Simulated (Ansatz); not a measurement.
Program: Ansatz. Geometries: PBE0-D4/def2-TZVP. ΔE: electronic, gas phase. CBS: MP2 limit from def2 TZ/QZ plus the TZ coupled-cluster correction, frozen cores. This one scheme is used for every species. Functionals use def2-TZVPP. B3LYP here is the variant with VWN-RPA as its local correlation; programs differ in this. HSE06 is defined as in plane-wave codes. def2 core potentials past Kr. For Sn outer-core shells are correlated without core-valence functions, which leaves a few kJ/mol of doubt a bond. One conformer a species, not always the lowest.

Consider the formal exchange of groups at a B–Sn bond: `F[BH][SnH2][SiH3]` + ethane → `CBF` + `[CH3][SnH2][SiH3]`.

| level | ΔE (kJ/mol) | difference from CCSD(T)/CBS |
| --- | --- | --- |
| LDA (SPW92) | -51.8 | 5.7 |
| PBE-D4 | -50.6 | 6.9 |
| revPBE-D4 | -49.9 | 7.6 |
| BLYP-D4 | -53.0 | 4.5 |
| r2SCAN-D4 | -56.5 | 1.0 |
| B97M-V | -61.8 | -4.3 |
| PBE0-D4 | -52.7 | 4.8 |
| B3LYP-D4 | -54.7 | 2.8 |
| r2SCAN0-D4 | -56.6 | 0.9 |
| BHLYP-D4 | -56.6 | 0.9 |
| CAM-B3LYP-D4 | -57.0 | 0.5 |
| ωB97X-V | -54.9 | 2.6 |
| ωB97M-V | -58.0 | -0.5 |
| B2PLYP | -56.4 | 1.1 |
| PBE-QIDH | -56.1 | 1.4 |
| PBE | -49.8 | 7.7 |
| revPBE | -48.6 | 8.9 |
| r2SCAN | -56.3 | 1.2 |
| PBE0 | -52.0 | 5.5 |
| B3LYP | -53.5 | 4.0 |
| r2SCAN0 | -56.4 | 1.1 |
| HSE06 | -52.0 | 5.5 |
| BHLYP | -55.9 | 1.6 |
| CAM-B3LYP | -56.4 | 1.1 |
| LC-ωPBE | -55.7 | 1.8 |
| RPA@PBE/def2-TZVPP | -51.2 | 6.3 |
| HF/def2-SVP | -50.6 | 6.9 |
| CCSD/def2-SVP | -46.9 | 10.6 |
| CCSD(T)/def2-SVP | -46.5 | 11.0 |
| HF/def2-TZVPP | -55.2 | 2.3 |
| MP2/def2-TZVPP | -60.9 | -3.4 |
| SCS-MP2/def2-TZVPP | -57.7 | -0.2 |
| CCSD/def2-TZVPP | -55.8 | 1.7 |
| CCSD(T)/def2-TZVPP | -56.2 | 1.3 |
| HF/def2-QZVPP | -55.5 | 2.0 |
| MP2/def2-QZVPP | -61.8 | -4.3 |
| SCS-MP2/def2-QZVPP | -58.7 | -1.2 |
| HF/CBS(def2) | -55.6 | 1.9 |
| MP2/CBS(def2) | -62.2 | -4.7 |
| CCSD/CBS(def2) | -57.2 | 0.3 |
| CCSD(T)/CBS | -57.5 | 0 |

Problem. What do rigid-rotor, harmonic-oscillator terms from PBE0-D4/def2-TZVP frequencies (298.15 K, 1 bar) make of the CCSD(T)/CBS value? (Estimate.)

Solution. The calculation gave: ΔZPE = -6.2 kJ/mol, ΔH = -63.4 kJ/mol, ΔS = 20 J/(mol·K), ΔG = -69.3 kJ/mol. Modes under 50 cm⁻¹ make the entropy rough.

Largest T1 diagnostic among the species: 0.014.

At CCSD(T), def2-SVP lies +11.0 kJ/mol from the extrapolated value and def2-TZVPP +1.3 kJ/mol. From BLYP to BHLYP (50 % exact exchange), in def2-TZVPP and without D4, ΔE moves by −4.4 kJ/mol.
